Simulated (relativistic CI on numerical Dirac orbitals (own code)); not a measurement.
## How well does a small relativistic CI reproduce Ti?

Calculated at this level of theory: Dirac-Coulomb-Breit CI, orbitals from a KLI potential per configuration, a model potential for QED, valence Slater integrals scaled by 0.85, configuration energies shifted to the measured levels that pair with them (semi-empirical) (own radial code, finite nucleus).

Configuration list (outside the closed core [Ar]): 3d2.4s2, 3d3.4s, 3d2.4s.4p, 3d3.4p, 3d4, 3d2.4p2, 3d2.4s.4d, 3d.4s2.4p, 3d3.4d, 3d2.4s.5s, 3d2.4s.5p, 3d2.4s.6s, 3d.4s2.6s, 3d3.5s, 3d2.4s.4f, 3d2.4s.6p, 3d2.4s.5d, 3d.4s2.4f, 3d.4s2.6p, 3d.4s2.5d, 3d2.4d2, 3d.4s.4p2, 3d2.4s.5f, 3d2.4s.6d, 3d2.4s.5g, 3d.4s2.5f, 3d.4s2.6d, 3d.4s2.5g, 3d2.4s.6f, 3d3.5p. Levels of other configurations are missing.

| Configuration | Term (tabulated) | J | Measured (cm⁻¹) | Computed | Error | Purity (%) |
| --- | --- | --- | --- | --- | --- | --- |
| 3d2.4s2 | a 3F | 2 | 0.0 | 0 | 0 | 93 |
| 3d2.4s2 | a 3F | 3 | 170.1 | 158 | -12 | 93 |
| 3d2.4s2 | a 3F | 4 | 386.9 | 360 | -27 | 93 |
| 3d3.4s | a 5F | 1 | 6556.8 | 6563 | 6 | 97 |
| 3d3.4s | a 5F | 2 | 6598.8 | 6592 | -7 | 97 |
| 3d3.4s | a 5F | 3 | 6661.0 | 6635 | -26 | 97 |
| 3d3.4s | a 5F | 4 | 6742.8 | 6692 | -51 | 97 |
| 3d3.4s | a 5F | 5 | 6843.0 | 6761 | -82 | 97 |
| 3d2.4s2 | a 1D | 2 | 7255.4 | 7987 | 732 | 89 |
| 3d2.4s2 | a 3P | 0 | 8436.6 | 9108 | 672 | 85 |
| 3d2.4s2 | a 3P | 1 | 8492.4 | 9156 | 664 | 85 |
| 3d2.4s2 | a 3P | 2 | 8602.3 | 9250 | 647 | 84 |
| 3d3.4s | b 3F | 2 | 11531.8 | 12302 | 770 | 90 |
| 3d3.4s | b 3F | 3 | 11639.8 | 12383 | 743 | 90 |
| 3d3.4s | b 3F | 4 | 11776.8 | 12495 | 718 | 79 |
| 3d2.4s2 | a 1G | 4 | 12118.4 | 12437 | 319 | 75 |
| 3d2.4s.4p | z 5G° | 2 | 15877.1 | 15254 | -623 | 98 |
| 3d2.4s.4p | z 5G° | 3 | 15975.6 | 15342 | -634 | 98 |
| 3d2.4s.4p | z 5G° | 4 | 16106.1 | 15458 | -648 | 98 |
| 3d2.4s.4p | z 5G° | 5 | 16267.5 | 15603 | -664 | 98 |
| 3d2.4s.4p | z 5G° | 6 | 16458.7 | 15776 | -683 | 98 |
| 3d2.4s.4p | z 5F° | 1 | 16817.2 | 16104 | -713 | 95 |
| 3d2.4s.4p | z 5F° | 2 | 16875.1 | 16156 | -719 | 95 |
| 3d2.4s.4p | z 5F° | 3 | 16961.4 | 16234 | -727 | 95 |
| 3d2.4s.4p | z 5F° | 4 | 17075.3 | 16337 | -738 | 95 |
| 3d2.4s.4p | z 5F° | 5 | 17215.4 | 16465 | -751 | 95 |
| 3d2.4s.4p | z 5D° | 0 | 18462.7 | 17663 | -800 | 96 |
| 3d2.4s.4p | z 5D° | 1 | 18482.8 | 17684 | -799 | 96 |
| 3d2.4s.4p | z 5D° | 2 | 18525.1 | 17726 | -799 | 95 |
| 3d2.4s.4p | z 5D° | 3 | 18593.9 | 17791 | -803 | 95 |
| 3d2.4s.4p | z 5D° | 4 | 18695.1 | 17882 | -813 | 96 |
| 3d2.4s.4p | z 3F° | 4 | 19574.0 | 19946 | 372 | 93 |
| 3d2.4s.4p | z 3G° | 3 | 21469.5 | 21959 | 490 | 96 |
| 3d2.4s.4p | z 3G° | 4 | 21588.5 | 22066 | 477 | 96 |
| 3d2.4s.4p | z 3G° | 5 | 21739.7 | 22204 | 464 | 96 |
| 3d2.4s.4p | z 1D° | 2 | 22081.2 | 23223 | 1142 | 89 |
| 3d2.4s.4p | z 1F° | 3 | 22404.7 | 23462 | 1057 | 96 |
| 3d2.4s.4p | z 1G° | 4 | 24694.9 | 25802 | 1107 | 72 |
| 3d2.4s.4p | z 3P° | 0 | 25574.9 | 25599 | 24 | 58 |
| 3d2.4s.4p | y 5D° | 0 | 25612.4 | 25562 | -50 | 63 |
| 3d2.4s.4p | y 5D° | 1 | 25635.7 | 25608 | -28 | 77 |
| 3d3.4p | y 3D° | 3 | 25643.7 | 25841 | 197 | 59 |
| 3d2.4s.4p | y 5D° | 3 | 25797.6 | 25740 | -58 | 74 |
| 3d2.4s.4p | y 5D° | 4 | 25926.8 | 25878 | -48 | 70 |
| 3d3.4p | y 5G° | 2 | 26494.3 | 26078 | -417 | 98 |
| 3d3.4p | y 5G° | 3 | 26564.4 | 26136 | -429 | 99 |
| 3d3.4p | y 5G° | 4 | 26657.4 | 26213 | -445 | 99 |
| 3d3.4p | y 5G° | 5 | 26773.0 | 26309 | -464 | 99 |
| 3d2.4s.4p | x 3F° | 2 | 26803.4 | 27415 | 612 | 73 |
| 3d2.4s.4p | x 3F° | 3 | 26892.9 | 27497 | 604 | 72 |
| 3d3.4p | y 5G° | 6 | 26910.7 | 26425 | -485 | 99 |
| 3d2.4s.4p | x 3D° | 1 | 27355.1 | 28132 | 777 | 93 |
| 3d2.4s.4p | x 3D° | 2 | 27418.0 | 28210 | 792 | 91 |
| 3d2.4s.4p | x 3D° | 3 | 27480.1 | 28335 | 855 | 89 |
| 3d3.4p | x 5D° | 0 | 29829.1 | 29845 | 16 | 82 |
| 3d3.4p | x 5D° | 1 | 29855.3 | 29869 | 14 | 82 |
| 3d3.4p | x 5D° | 2 | 29907.3 | 29917 | 9 | 82 |
| 3d3.4p | x 5D° | 3 | 29986.2 | 29987 | 0 | 82 |
| 3d3.4p | x 5D° | 4 | 30060.3 | 30078 | 18 | 81 |

Measured levels from NIST Handbook of Basic Atomic Spectroscopic Data (Sansonetti and Martin, J. Phys. Chem. Ref. Data 34, 1559 (2005)); pairs were made by configuration, J and term (by order where the table uses no LS term), so strongly mixed levels may be paired wrongly.

Mean error by configuration (cm⁻¹): 3d2.4s2 428; 3d3.4s 259; 3d2.4s.4p -73; 3d3.4p -181. Over the excited levels the mean absolute error is 480 cm⁻¹ (58 of the 77 excited levels that our extract of the source holds in range could be paired, and the others can miss by more), and the median relative error of those above 1,000 cm⁻¹ is 2.7 %, both after the shifts were fitted to these levels, so that a configuration with one level shows no error.

Configurations whose levels could be paired with our table of measured levels were shifted onto them, all but the ground configuration, by the median error of their levels; single terms can still be off by 1,000 to 2,000 cm⁻¹ or more, and rates follow the energies as ν³ (E1, M1) or ν⁵ (E2). The others borrow a shift and can be off by several thousand cm⁻¹ or more. The fine structure of a lone outer electron comes out too small, for d and f at times inverted, and misplaced configurations move strength between like terms. 58 of the 77 excited levels that our extract of the measured tables holds in this range could be paired (the sources list more); they are missed by 480 cm⁻¹ on average and 1142 at most, after the shifts were fitted to these levels, and levels without a partner can miss by more.

Shifts applied (cm⁻¹): 3d2.4s2 0; 3d3.4s -1658; 3d2.4s.4p 1643; 3d3.4p -1570.
